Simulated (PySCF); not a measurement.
CHBClNO. Atoms are numbered in the order given.

```xyz
6

B     -0.8804     0.7159     0.0000
Cl     0.3947     1.9231     0.0000
H     -2.0255     1.0798     0.0000
N     -0.5506    -0.6563     0.0000
C     -0.0170    -1.7325     0.0000
O      0.4593    -2.7954     0.0000
```

Coordinates come from a ωB97X-D3(BJ)/def2-SVP optimisation. One conformer was computed; it need not be the lowest.

The numbers are results of PBE0/pcSseg-1 run with PySCF, not measurements.

GIAO shieldings, no solvent; atoms alike by connectivity are averaged. δ = σ(ref) − σ: ¹¹B against BF3 (σ = 88.8 ppm); ³⁵Cl against HCl (σ = 945.9 ppm); ¹H against TMS (σ = 31.56 ppm); ¹⁵N against NH3 (σ = 267.4 ppm); ¹³C against TMS (σ = 186.3 ppm); ¹⁷O against H2O (σ = 334.2 ppm), references at their B3LYP-D3(BJ)/def2-TZVP geometries, non-relativistic (without spin–orbit terms, shifts of atoms bonded to Cl or Br come out too high).

**Question.** Estimate the chemical shifts. (An estimate is asked for; the answer gives what the named calculation found.)

**Answer.** 
```tsv
nucleus	atoms	count	δ (ppm)
¹¹B	B1	1	26.8
³⁵Cl	Cl2	1	277.7
¹H	H3	1	5.63
¹⁵N	N4	1	96.1
¹³C	C5	1	133.1
¹⁷O	O6	1	189.0
```
